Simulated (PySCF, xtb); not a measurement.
CBr2, SMILES Br[C]Br (connectivity only; charge and spin as stated), neutral, multiplicity 1.

xtb with GFN2-xTB at its own geometry gives an orbital gap of 1.40 eV and a dipole moment of 0.63 D.

Geometry: B3LYP-D3(BJ)/def2-TZVP.

What does PBE/def2-TZVPD in PySCF give? (An estimate is asked for; the answer gives what the named calculation found.)

gap 1.63 eV (levels -6.18 and -4.55 eV), dipole 1.08 D.
